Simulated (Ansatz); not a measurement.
Geometry optimisation, Ansatz, RHF/6-31G.

The input (input.yaml):

```yaml
crystal:
  periodic: [false, false, false]
  atoms:
    - { symbol: B, position_ang: [-0.7693, 1.6202, -0.3866] }
    - { symbol: Si, position_ang: [-0.098, -0.1056, -0.054] }
    - { symbol: C, position_ang: [0.8814, -0.0598, 1.5036] }
    - { symbol: "N", position_ang: [-1.3631, -1.2599, 0.1298] }
    - { symbol: "N", position_ang: [0.9521, -0.6121, -1.435] }
    - { symbol: H, position_ang: [-1.9866, 1.8392, -0.4593] }
    - { symbol: H, position_ang: [-0.0607, 2.5828, -0.5457] }
    - { symbol: H, position_ang: [1.3679, -1.0536, 1.7094] }
    - { symbol: H, position_ang: [0.2714, 0.2625, 2.4071] }
    - { symbol: H, position_ang: [1.7478, 0.6658, 1.428] }
    - { symbol: H, position_ang: [-2.31024, -0.76895, 0.11347] }
    - { symbol: H, position_ang: [-1.29, -1.74826, 1.03174] }
    - { symbol: H, position_ang: [0.3137, -0.5405, -2.2958] }
    - { symbol: H, position_ang: [1.662, 0.1389, -1.5037] }
basis:
  gaussian: { orbitals: "6-31G" }
hamiltonian:
  xc: hf
relax:
  f_tol: 0.015
  max_steps: 40
```

Launched with:

```bash
$ ansatz run input.yaml --threads 1 --pin off --max-ram 2048MiB --backend cpu --events-out ev --progress --plain --runs-dir out
```

Where does it end, and by what steps?

The forces met the threshold. Limits of this set-up: no polarisation functions. After 23 steps the energy has fallen by 1.790 eV; H14 moved furthest, 1.09 Å.

```json
{"step": "0", "energy less start (eV)": "0.0000", "largest force component (eV/Å)": "3.770", "accepted": "yes"}
{"step": "1", "energy less start (eV)": "-1.1022", "largest force component (eV/Å)": "1.980", "accepted": "yes"}
{"step": "2", "energy less start (eV)": "-1.3003", "largest force component (eV/Å)": "2.348", "accepted": "yes"}
{"step": "3", "energy less start (eV)": "-1.6167", "largest force component (eV/Å)": "1.437", "accepted": "yes"}
{"step": "4", "energy less start (eV)": "-1.6393", "largest force component (eV/Å)": "1.127", "accepted": "yes"}
{"step": "5", "energy less start (eV)": "-1.7192", "largest force component (eV/Å)": "0.312", "accepted": "yes"}
{"step": "6", "energy less start (eV)": "-1.7323", "largest force component (eV/Å)": "0.162", "accepted": "yes"}
{"step": "7", "energy less start (eV)": "-1.7392", "largest force component (eV/Å)": "0.115", "accepted": "yes"}
{"step": "8", "energy less start (eV)": "-1.7464", "largest force component (eV/Å)": "0.073", "accepted": "yes"}
{"step": "9", "energy less start (eV)": "-1.7438", "largest force component (eV/Å)": "0.450", "accepted": "no"}
{"step": "10", "energy less start (eV)": "-1.7511", "largest force component (eV/Å)": "0.068", "accepted": "yes"}
{"step": "11", "energy less start (eV)": "-1.7559", "largest force component (eV/Å)": "0.240", "accepted": "yes"}
{"step": "12", "energy less start (eV)": "-1.7581", "largest force component (eV/Å)": "0.355", "accepted": "yes"}
{"step": "13", "energy less start (eV)": "-1.7555", "largest force component (eV/Å)": "0.381", "accepted": "no"}
{"step": "14", "energy less start (eV)": "-1.7642", "largest force component (eV/Å)": "0.193", "accepted": "yes"}
{"step": "15", "energy less start (eV)": "-1.7719", "largest force component (eV/Å)": "0.119", "accepted": "yes"}
{"step": "16", "energy less start (eV)": "-1.7728", "largest force component (eV/Å)": "0.387", "accepted": "yes"}
{"step": "17", "energy less start (eV)": "-1.7676", "largest force component (eV/Å)": "0.709", "accepted": "no"}
{"step": "18", "energy less start (eV)": "-1.7875", "largest force component (eV/Å)": "0.025", "accepted": "yes"}
{"step": "19", "energy less start (eV)": "-1.7882", "largest force component (eV/Å)": "0.150", "accepted": "yes"}
{"step": "20", "energy less start (eV)": "-1.7837", "largest force component (eV/Å)": "0.260", "accepted": "no"}
{"step": "21", "energy less start (eV)": "-1.7902", "largest force component (eV/Å)": "0.018", "accepted": "yes"}
{"step": "22", "energy less start (eV)": "-1.7902", "largest force component (eV/Å)": "0.035", "accepted": "yes"}
{"step": "23", "energy less start (eV)": "-1.7905", "largest force component (eV/Å)": "0.002", "accepted": "yes"}
```

```xyz
14
Properties=species:S:1:pos:R:3
B -0.987 1.839 -0.397
Si -0.133 0.034 0.003
C 1.084 -0.030 1.470
N -1.459 -1.058 0.440
N 0.829 -0.390 -1.424
H -1.767 1.964 -1.288
H -0.736 2.815 0.234
H 1.479 -1.033 1.603
H 0.591 0.259 2.391
H 1.921 0.639 1.304
H -2.341 -1.061 -0.021
H -1.339 -1.831 1.055
H 0.517 -0.247 -2.358
H 1.658 -0.938 -1.370
```

Whether the end is a true minimum wasn't checked by a vibrational analysis.

Run time: 110 s on 1 CPU thread of a shared host.
